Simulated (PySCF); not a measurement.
Planning a geometry optimisation on `NCC[BH2-][NH3+]`.

Method: PBE0-D3(BJ)/def2-SVP geometry optimisation, gas phase (PySCF 2.14.0). Work: geometry optimisation from a GFN2-xTB start shaken at random, density fitting. A driver script takes a list of jobs; this job's settings line and coordinates (Å) are shown.

Command:
```bash
OMP_NUM_THREADS=1 python probes_run.py task.json out
```

Input:
```
{"job": {"xc": "PBE0", "basis": "def2-SVP", "d3": "d3bj", "grid": 1, "shake": 0.01, "kind": "geom"}, "charge": 0, "multiplicity": 1}
N      1.368130     0.809550    -0.450020
C      1.180680    -0.620770    -0.280270
C      0.092330    -0.940060     0.759260
B     -1.190690     0.027910     0.752180
N     -1.317170     0.652050    -0.752500
H      1.466440     1.264190     0.457770
H      2.184160     1.037140    -1.007190
H      2.153360    -1.091260    -0.003520
H      0.899820    -1.016600    -1.237660
H     -0.153090    -1.991200     0.640130
H      0.566620    -0.880730     1.764520
H     -2.225600    -0.581690     0.960990
H     -1.140380     0.975370     1.477620
H     -1.556370    -0.056330    -1.412160
H     -2.001130     1.393610    -0.784110
H     -0.346170     1.016470    -0.874320
```

Hardware: Arm Neoverse V1, one thread, on a shared host. PySCF's memory limit was set to 1760 MB.

Task: How large is the basis?

Result: 125 functions.

Task: What wall time should be expected on this hardware?

Result: About 41 s. The run took 7 energy-and-gradient evaluations and 44 SCF cycles, 5.9 s an evaluation on average.

Task: Estimate the peak memory.

Result: About 0.51 GiB. Peak memory is the resident size of the whole Python process, interpreter and libraries included.

Task: At this speed, how long would 500 such jobs take on 32 cores, one job a core?

Result: 500/32 gives 16 rounds of 41 s, about 11 min of wall time and 5.7 core-hours, if the jobs don't slow each other.

Other jobs ran on the host; a repeat could differ by tens of per cent or more.

The run converged: final energy -216.78946 Eh after 6 steps; dipole 4.55 D.
